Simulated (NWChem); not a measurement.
Molecule: sulfuric acid (H2SO4); SMILES O=S(O)(=O)O

```xyz
7

O      0.8219     0.9514     0.8070
S     -0.1913    -0.0002    -0.0011
O     -0.8532     0.7882    -1.0038
O     -0.8621    -0.7892     0.9952
O      0.8306    -0.9507    -0.7993
H      1.0828     1.6826     0.2249
H      1.0866    -1.6817    -0.2147
```
Atoms are numbered in this order, from 1.

Geometry: optimised at PBE0/def2-SVP.

### Question
Give the principal values of the shielding tensors (ppm) of O1, S2, O3 from PBE0/pcSseg-1, GIAO (NWChem), with their diamagnetic and paramagnetic parts as GIAO splits them.

### Answer
```tsv
atom	σ11	σ22	σ33	isotropic	diamagnetic	paramagnetic
O1	18.8	69.0	275.1	121.0	393.6	-272.7
S2	33.9	116.9	390.8	180.5	1055.7	-875.1
O3	51.5	101.4	148.3	100.4	399.3	-298.9
```
